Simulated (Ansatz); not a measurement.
System: C₅H₁₁O, charge 1, multiplicity 1. It need not be the lowest isomer of its formula. SMILES: CCCC(C)=[OH+]
Structure (B3LYP-D3(BJ)/def2-TZVP (Ansatz, a first-principles code) minimum search):
```xyz
17

C      2.6683     0.6400    -0.5038
C      1.4961    -0.1489     0.0722
C      0.1610     0.4657    -0.3447
C     -1.0644    -0.1847     0.1277
O     -0.9412    -1.3580     0.6178
C     -2.3807     0.4729     0.0662
H      2.6592     1.6762    -0.1608
H      2.6479     0.6434    -1.5951
H      3.6117     0.1955    -0.1906
H      1.5394    -1.1864    -0.2623
H      1.5536    -0.1671     1.1629
H      0.0532     0.4642    -1.4450
H      0.0846     1.5306    -0.0912
H     -2.4394     1.1507    -0.7846
H     -2.4717     1.0915     0.9700
H     -3.2087    -0.2366     0.0525
H     -1.7822    -1.7685     0.8961
```
Charge +1, spin multiplicity 1.

Parts of the frozen-core correlation energy in cc-pVTZ (Ansatz, hartree). Frozen orbitals: 6; correlated occupied orbitals by spin: 18 and 18; virtual: 310 and 310. Spin-orbit coupling is left out. No relativistic terms.

```csv
term,value
reference (HF),-270.46709
MP2 opposite-spin,___
MP2 same-spin,-0.24695
CCSD correlation,___
(T),___
T1 diagnostic,0.013
largest doubles amplitude,0.030
```

Q: Some entries are withheld; supply them.

A: 
- MP2 opposite-spin, value: -0.82920
- CCSD correlation, value: -1.13232
- (T), value: -0.04505
